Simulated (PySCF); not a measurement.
**`InChI=1S/C7H11N/c1-3-7-4-2-6-8(7)5-1/h1,5,7H,2-4,6H2/t7-/m1/s1`**

Molfile (atoms numbered from 1):
```
C7H11N
     RDKit          3D

 19 20  0  0  0  0  0  0  0  0999 V2000
    1.8591    0.4625   -0.7077 C   0  0  0  0  0  0  0  0  0  0  0  0
    0.9219    1.2914   -0.2240 C   0  0  0  0  0  0  0  0  0  0  0  0
    0.0676    0.6933    0.7059 N   0  0  0  0  0  0  0  0  0  0  0  0
   -1.3591    0.9228    0.5775 C   0  0  0  0  0  0  0  0  0  0  0  0
   -1.8142   -0.0664   -0.4996 C   0  0  0  0  0  0  0  0  0  0  0  0
   -0.9035   -1.2836   -0.2729 C   0  0  0  0  0  0  0  0  0  0  0  0
    0.2899   -0.7615    0.5794 C   0  0  1  0  0  0  0  0  0  0  0  0
    1.6817   -0.8882   -0.0676 C   0  0  0  0  0  0  0  0  0  0  0  0
    2.6815    0.7454   -1.3634 H   0  0  0  0  0  0  0  0  0  0  0  0
    0.7966    2.3542   -0.4434 H   0  0  0  0  0  0  0  0  0  0  0  0
   -1.5687    1.9759    0.3392 H   0  0  0  0  0  0  0  0  0  0  0  0
   -1.8461    0.7011    1.5429 H   0  0  0  0  0  0  0  0  0  0  0  0
   -1.6266    0.3675   -1.4941 H   0  0  0  0  0  0  0  0  0  0  0  0
   -2.8858   -0.3072   -0.4406 H   0  0  0  0  0  0  0  0  0  0  0  0
   -1.4317   -2.0859    0.2640 H   0  0  0  0  0  0  0  0  0  0  0  0
   -0.5550   -1.7102   -1.2245 H   0  0  0  0  0  0  0  0  0  0  0  0
    0.2628   -1.2266    1.5766 H   0  0  0  0  0  0  0  0  0  0  0  0
    1.7346   -1.7337   -0.7735 H   0  0  0  0  0  0  0  0  0  0  0  0
    2.4573   -1.0699    0.6986 H   0  0  0  0  0  0  0  0  0  0  0  0
  1  2  2  0
  2  3  1  0
  3  4  1  0
  4  5  1  0
  5  6  1  0
  6  7  1  0
  7  8  1  0
  8  1  1  0
  7  3  1  0
  1  9  1  0
  2 10  1  0
  4 11  1  0
  4 12  1  0
  5 13  1  0
  5 14  1  0
  6 15  1  0
  6 16  1  0
  7 17  1  1
  8 18  1  0
  8 19  1  0
M  END
```

Method used: TDDFT BHandHLYP/def2-SVPD excited states, vertical, gas phase in PySCF 2.14.0. Geometry: PBE0-D3(BJ)/def2-SVP.

States above about 6.5 eV lie in this functional's continuum (it starts at minus the energy of the highest occupied orbital, well below the true ionisation energy for most functionals) and depend on the basis.

Give the one- and two-photon strengths of the lowest singlets.

δ for parallel linear polarisation; σ at the peak of a Lorentzian of half width 0.1 eV, single beam; Ω is circular over linear.
```
state  E (eV)      f  photon λ (nm)  δ (au)  σ (GM)     Ω                                main
   S1    5.63  0.007            441    35.3    0.41  1.48                      HOMO→LUMO 0.83
   S2    5.91  0.167            419    27.7    0.35  1.23  HOMO→LUMO+1 0.54, HOMO→LUMO+4 0.17
   S3    6.27  0.012            395    12.9    0.18  1.49  HOMO→LUMO+2 0.81, HOMO→LUMO+1 0.09
   S4    6.37  0.024            389    14.2    0.21  0.84  HOMO→LUMO+3 0.34, HOMO→LUMO+4 0.27
   S5    6.55  0.012            379    60.6    0.95  0.26  HOMO→LUMO+4 0.44, HOMO→LUMO+3 0.42
```

Among these, the strongest one-photon state is S2, the strongest two-photon state S5, with a dipole change of 5.6 D (relaxed, norm of the difference vector).
